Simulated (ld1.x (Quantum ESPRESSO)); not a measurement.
Transferability test, RRKJ potential for phosphorus

phosphorus, norm-conserving RRKJ (Kleinman–Bylander form), made with ld1.x (Quantum ESPRESSO) 7.5 (PBEsol, non-relativistic). Core [Ne], reference 3s2 3p3. Waves: 3p (bound): rc 1.60 bohr; 3d channel at -0.15 Ry: rc 1.75 bohr; 3s (bound): rc 1.30 bohr. Local part: the s channel. Core correction: Bessel-smoothed model core, default radius (core density twice the valence density).

Energies are relative to the spin-unpolarised reference configuration 3s2 3p3; without spin polarisation the order of configurations can differ from experiment.

```tsv
valence configuration	charge	ΔE all-electron (eV)	error AE − PS (meV)
3s2 3p2	+1	9.710	+4.0
3s2 3p1	+2	28.834	+27
3s2 3p0	+3	58.550	+92
3s1 3p4	0	8.422	-3.1
3s1 3p0	+4	110.339	+192
3s2 3p2.5	+0.5	3.766	+0.7
3s2 3p3.3	-0.3	-1.302	+0.1
```
